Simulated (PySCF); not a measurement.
Electron correlation in Ti²⁺ (titanium, charge +2)

[Ar] 3d1 4s1, high-spin 3D determinant (an excited configuration). All numbers are calculated (PySCF 2.14, no relativity, point nucleus, in dyall-av2z (16s12p7d2f, 101 functions)). Frozen: [Ar]; 2 electrons correlated; the 25 highest virtual orbitals of each spin left out.

Total MP2 correlation energy: -2.75 mhartree.

Same-spin part -2.75 and opposite-spin part 0.00 mhartree; SCS-MP2 scales them by 1/3 and 6/5 to -0.92 mhartree.
